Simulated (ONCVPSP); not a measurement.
**iron (Fe) ONCV: all-electron and pseudo phase curves**

| Quantity | Value |
| --- | --- |
| Element | iron |
| Generator | ONCVPSP 4.0.1 |
| Type | optimised norm-conserving Vanderbilt (ONCV) |
| Functional | PBE |
| Relativity | scalar-relativistic |
| Frozen core | [Ar] |
| Valence charge | 8 |
| Reference configuration | 3d6 4s1.5 4p0.5 |
| Partial waves | 4s: rc 1.75 bohr, ncon 3, nbas 7, qcut 3.2 1/bohr, 1 projector; 4p: rc 2.35 bohr, ncon 4, nbas 7, qcut 3.6 1/bohr, 2 projectors, debl 3.2 Ha; 3d: rc 1.50 bohr, ncon 3, nbas 8, qcut 9.8 1/bohr, 3 projectors, debl 3.5 Ha |
| Local potential | polynomial inside 1.40 bohr (lpopt 5, dvloc0 0 Ha) |
| Core correction | Teter function fitted to the true core (icmod 2), fcfact 0.6 |

The phase is arctan(r·R′/R) of the radial function R(r), unwrapped; energies in Ha, scanned from -2 to 5 Ha. A pole is an energy at which the radial function vanishes at the test radius. The pseudo phase is shifted by a multiple of π to meet the all-electron one at the reference energy, and phase errors are pseudo minus all-electron; the curves can meet again beyond the range given. Levels narrower than the energy grid can be missing from the lists of poles.

```json
{"channel": "s", "radius (bohr)": "1.77", "reference energy (Ha)": "-0.22", "poles, all-electron": "3.67", "poles, pseudo": "-1.02, 3.02", "unbroken range about the reference energy with phases within 0.05 rad": "-0.8 to 3.0", "phase error 1 Ha above the reference energy (rad)": "-0.004"}
{"channel": "p", "radius (bohr)": "2.39", "reference energy (Ha)": "-0.06", "poles, all-electron": "1.61", "poles, pseudo": "1.57, 4.40", "unbroken range about the reference energy with phases within 0.05 rad": "below 3.5", "phase error 1 Ha above the reference energy (rad)": "-0.006"}
{"channel": "d", "radius (bohr)": "1.53", "reference energy (Ha)": "-0.31", "poles, all-electron": "0.30", "poles, pseudo": "0.30", "unbroken range about the reference energy with phases within 0.05 rad": "the whole range", "phase error 1 Ha above the reference energy (rad)": "+0.000"}
```

Note: ghosts flagged at negative energy: s at -28.3 eV; no localised positive-energy state flagged. A true bound ghost makes a file unfit for plane-wave use.

Phases in the d channel:

```
E (Ha)  all-electron  pseudo
 -1.98         1.036   1.036
 -1.62         0.912   0.912
 -1.26         0.673   0.673
 -0.90         0.121   0.121
 -0.54        -0.763  -0.763
 -0.18        -1.279  -1.279
  0.18        -1.518  -1.518
  0.54        -1.663  -1.663
  0.90        -1.778  -1.778
  1.26        -1.895  -1.895
  1.62        -2.037  -2.037
  1.98        -2.244  -2.245
  2.34        -2.585  -2.585
  2.70        -3.114  -3.115
  3.06        -3.659  -3.659
  3.42        -4.016  -4.016
  3.78        -4.223  -4.223
  4.14        -4.350  -4.350
  4.50        -4.436  -4.436
  4.86        -4.498  -4.498
```
